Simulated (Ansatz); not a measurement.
Cost and result up the ladder for B(OPMe3)Cl3 (C3H9BCl3OP) (18 atoms). Charge 0, multiplicity 1. Geometry: r2SCAN-D4/def2-SVP.

| atom | x (Å) | y (Å) | z (Å) |
| --- | --- | --- | --- |
| B1 | -1.927 | 0.295 | -1.456 |
| O2 | -0.598 | -0.357 | -1.177 |
| P3 | 0.328 | -0.156 | 0.067 |
| C4 | 1.481 | 1.196 | -0.208 |
| C5 | 1.262 | -1.686 | 0.199 |
| C6 | -0.547 | 0.114 | 1.613 |
| H7 | 2.196 | 1.277 | 0.624 |
| H8 | 0.895 | 2.122 | -0.309 |
| H9 | 2.020 | 1.013 | -1.150 |
| H10 | 1.774 | -1.871 | -0.757 |
| H11 | 2.000 | -1.633 | 1.013 |
| H12 | 0.559 | -2.511 | 0.387 |
| H13 | -1.092 | 1.067 | 1.545 |
| H14 | -1.282 | -0.692 | 1.750 |
| H15 | 0.174 | 0.136 | 2.445 |
| Cl16 | -2.242 | 0.139 | -3.242 |
| Cl17 | -1.796 | 2.109 | -0.929 |
| Cl18 | -3.206 | -0.563 | -0.415 |

Ansatz on 4 threads of Intel Xeon on a shared host. Times are rough, and most runs start from the orbitals of an earlier one. CAM-B3LYP-D4/def2-TZVP serves as the yardstick here, not as an exact answer. Differences are given only for rows in sets of like size (and for xTB, whose basis is part of the method), since another set adds its own error. Binding counts from free atoms at the same level (B doublet, O triplet, P quartet, C triplet, H doublet, Cl doublet; other spins of the atoms weren't run), without zero-point energy or a counterpoise term.

Correlated methods freeze 25 core orbitals. The rows differ in basis, and correlated rows in double-zeta sets carry the largest basis error.

Correlated methods converge slowly with the basis, most of all in double-zeta sets.

```json
{"level": "HF/STO-3G", "functions": "70", "wall time": "1.3 s", "binding energy per atom (eV)": "3.46", "difference from CAM-B3LYP-D4/def2-TZVP (eV)": "–"}
{"level": "PBE-D4/def2-SVP", "functions": "187", "wall time": "6 s", "binding energy per atom (eV)": "4.01", "difference from CAM-B3LYP-D4/def2-TZVP (eV)": "–"}
{"level": "PBE0-D4/def2-SVP", "functions": "187", "wall time": "11 s", "binding energy per atom (eV)": "3.96", "difference from CAM-B3LYP-D4/def2-TZVP (eV)": "–"}
{"level": "PBE-D4/def2-TZVP (with forces)", "functions": "357", "wall time": "17 s", "binding energy per atom (eV)": "4.00", "difference from CAM-B3LYP-D4/def2-TZVP (eV)": "0.08"}
{"level": "r2SCAN-D4/def2-TZVP", "functions": "357", "wall time": "22 s", "binding energy per atom (eV)": "3.94", "difference from CAM-B3LYP-D4/def2-TZVP (eV)": "0.02"}
{"level": "PBE0-D4/def2-TZVP", "functions": "357", "wall time": "29 s", "binding energy per atom (eV)": "3.94", "difference from CAM-B3LYP-D4/def2-TZVP (eV)": "0.02"}
{"level": "CAM-B3LYP-D4/def2-TZVP", "functions": "357", "wall time": "32 s", "binding energy per atom (eV)": "3.92", "difference from CAM-B3LYP-D4/def2-TZVP (eV)": "0.00"}
{"level": "r2SCANh-D4/def2-TZVP", "functions": "357", "wall time": "41 s", "binding energy per atom (eV)": "3.92", "difference from CAM-B3LYP-D4/def2-TZVP (eV)": "0.00"}
{"level": "CCSD(T)/def2-SVP", "functions": "187", "wall time": "3 min", "binding energy per atom (eV)": "3.68", "difference from CAM-B3LYP-D4/def2-TZVP (eV)": "–"}
```
